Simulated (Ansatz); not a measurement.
C2H8BO2P (SMILES COB(P)OC), singlet, geometry from GFN2-xTB, with bond 11-8 at 2.4 times its length; CASSCF(2,4)/STO-3G in Ansatz (a first-principles code).

Here is a job for Ansatz.
Ansatz 0.2 input:
```yaml
crystal:
  periodic: [false, false, false]
  atoms:
    - {symbol: B, position_ang: [0.10337176, 0.02701220, -0.08269756]}
    - {symbol: O, position_ang: [-0.80112837, -0.97061263, -0.16715723]}
    - {symbol: C, position_ang: [-1.85204646, -1.16189906, 0.74591859]}
    - {symbol: H, position_ang: [-2.79925937, -0.91411324, 0.25988135]}
    - {symbol: H, position_ang: [-1.86161195, -2.21292724, 1.04093000]}
    - {symbol: H, position_ang: [-1.72596072, -0.53410083, 1.63512753]}
    - {symbol: O, position_ang: [1.10353524, 0.13419272, -0.97173396]}
    - {symbol: C, position_ang: [1.31916740, -0.76325863, -2.04448777]}
    - {symbol: H, position_ang: [1.31363673, -0.19190380, -2.97447283]}
    - {symbol: H, position_ang: [2.29717416, -1.22925290, -1.91118793]}
    - {symbol: H, position_ang: [-0.53988914, -2.60177865, -2.11533896]}
    - {symbol: P, position_ang: [0.16703535, 1.36468907, 1.31890057]}
    - {symbol: H, position_ang: [-0.99118760, 2.02426559, 0.94501634]}
    - {symbol: H, position_ang: [0.97827863, 2.22424942, 0.61123843]}
basis:
  gaussian:
    orbitals: STO-3G
hamiltonian:
  xc: hf
magnetization: {spin_polarized: false}
correlation: {active_space: {window: {electrons: 2, orbitals: 4}}}
```

Q: Write the output that Ansatz gives for this input, abridged.

A: 
```
Functional definition: HF
569 factors; integrals over basis functions are off by at most 3.6e-5 eV
mean field evaluation 1: about -15998.7306 eV, gradient 3.4e1 eV
mean field evaluation 2: about -15998.9972 eV, gradient 3.4e1 eV
mean field evaluation 4: about -16005.6448 eV, gradient 5.5e0 eV
mean field evaluation 8: about -16005.7895 eV, gradient 2.3e-1 eV
mean field -16005.78984480 eV, -588.2019276822 hartree, gradient 3.2e-6 eV, S^2 0.000000; 0 other end points of the search recorded, 0 dependent functions left out
reference -16005.78984480 eV, -588.2019276822 hartree; 28, 28 occupied and 14, 14 virtual orbitals, 569 factors
state -16010.69745113 eV, -588.3822788885 hartree
Total energy: -16010.69745113 eV, -588.3822788885 hartree
```
